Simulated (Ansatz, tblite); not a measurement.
Cost and result up the ladder for [NbOF4]- (NbOF4⁻) (6 atoms). Charge -1, multiplicity 1. Geometry: r2SCAN-D4/def2-SVPD.

```tsv
atom	x (Å)	y (Å)	z (Å)
Nb1	-0.034	-0.018	0.053
O2	-0.922	-0.503	1.447
F3	0.581	1.782	0.417
F4	-1.320	0.816	-1.131
F5	-0.103	-1.521	-1.167
F6	1.798	-0.555	0.380
```

Ansatz on 4 threads of Arm Neoverse V1 on a shared host; xTB runs through tblite on one thread. Times are rough, summed over both states, and most runs start from the orbitals of an earlier one. PBE0-D4/def2-TZVPD serves as the yardstick here, not as an exact answer. The other state is a doublet.

In the def2 sets Nb takes a core potential; there is no spin–orbit coupling. The xTB rows come from tblite. HOMO above LUMO, or a gap near zero within one spin, warns that the state may not be the lowest or that an electron is smeared out.

Raw xTB energies of ions are shifted by several eV.

```tsv
level	functions	wall time
GFN1-xTB	29	0.01 s
GFN2-xTB	29	0.01 s
PBE-D4/def2-TZVPD	240	14 s
PBE0-D4/def2-TZVPD	240	19 s
r2SCAN-D4/def2-TZVPD	240	29 s
```

Q: Estimate what each level gives for the vertical IE (eV).

A: 
| level | vertical IE (eV) | difference from PBE0-D4/def2-TZVPD (eV) | remarks |
| --- | --- | --- | --- |
| GFN1-xTB | 10.78 | 3.88 | – |
| GFN2-xTB | 11.89 | 5.00 | – |
| PBE-D4/def2-TZVPD | 6.52 | -0.38 | gap within one spin near zero (doublet) |
| PBE0-D4/def2-TZVPD | 6.90 | 0.00 | – |
| r2SCAN-D4/def2-TZVPD | 6.65 | -0.25 | – |
